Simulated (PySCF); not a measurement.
Delta-SCF ions had no search for a lower state. Excitations are Tamm–Dancoff values on a coarser integration grid. The basis has no diffuse functions, so Rydberg states are missing or too high.

Cartesian coordinates (Å):
SMILES: [H]/[O+]=C\C(C)C
```xyz
14

C     -0.8212    -1.2215     0.3885
C      0.0615    -0.1220    -0.2752
C     -0.7822     1.1526    -0.5657
C      1.1003     0.2324     0.6734
O      2.3545     0.1181     0.5056
H     -1.6164    -1.4579    -0.3197
H     -0.2509    -2.1270     0.5948
H     -1.2745    -0.8570     1.3113
H      0.5058    -0.5031    -1.2002
H     -1.2410     1.5357     0.3469
H     -1.5742     0.8597    -1.2559
H     -0.1827     1.9362    -1.0286
H      0.8491     0.6409     1.6533
H      2.6045    -0.2468    -0.3701
```
Charge +1, spin multiplicity 1.

What is the computed T1 excitation (TDA), S1 excitation (TDA), S1 oscillator strength, HOMO, total energy, LUMO, vertical ionisation energy (Delta-SCF) and S1–T1 gap (TDA) (TPSSh-D3(BJ)/def2-TZVP run with PySCF 2.14.0)?


```json
{
 "T1 excitation (TDA)": "4.72 eV",
 "S1 excitation (TDA)": "5.29 eV",
 "S1 oscillator strength": "0.010",
 "HOMO": "-14.33 eV",
 "total_energy": "-232.8899 Ha",
 "LUMO": "-8.63 eV",
 "vertical ionisation energy (Delta-SCF)": "17.09 eV",
 "S1–T1 gap (TDA)": "0.57 eV"
}
```
